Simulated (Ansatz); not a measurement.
Br₂, triplet, geometry from GFN2-xTB (a higher spin typed on purpose: for a closed-shell molecule this is an excited state). Base run: PBE/def2-SVP (Ansatz, an electronic-structure program).

The Ansatz input:
Ansatz 0.2 input:
```yaml
crystal:
  periodic: [false, false, false]
  atoms:
    - {symbol: Br, position_ang: [-0.00000000, -0.00000000, -1.42665696]}
    - {symbol: Br, position_ang: [0.00000000, 0.00000000, 1.42665696]}
basis:
  gaussian:
    orbitals: def2-SVP
hamiltonian:
  xc: pbe
magnetization: {spin_polarized: true, initial_magnetization: 2}
```

Variants of this job, named by their change:

| change | basis functions | E (Eh) |
|---|---|---|
| base | 64 | -5146.85690 |
| basis = x2c-TZVPall; relativity = none | 96 | -5115.69678 |
| basis = cc-pVTZ-DK; relativity = none | 86 | -5104.60483 |
| basis = cc-pVTZ-DK; relativity = spin-free X2C; nucleus = Gaussian | 86 | -5211.76860 |
| basis = x2c-SVPall; relativity = none | 64 | -5118.20531 |
| basis = x2c-TZVPall; relativity = spin-free X2C; nucleus = Gaussian | 96 | -5211.75268 |
| basis = cc-pVTZ-DK; relativity = spin-free X2C | 86 | -5211.81052 |
| basis = x2c-SVPall; relativity = spin-free X2C; nucleus = Gaussian | 64 | -5210.84094 |
| basis = x2c-SVPall; relativity = spin-free X2C | 64 | -5210.87312 |
| basis = x2c-TZVPall; relativity = spin-free X2C | 96 | -5211.78807 |

Totals shift with the method and basis; they matter in differences.

Ansatz warned in this series: the basis is contracted for relativity, which the run leaves out.

Basis sets contracted for a relativistic Hamiltonian are a mismatch without it, so the rows without relativity aren't non-relativistic limits. No row has spin-orbit coupling; sets with core potentials leave out the core electrons.
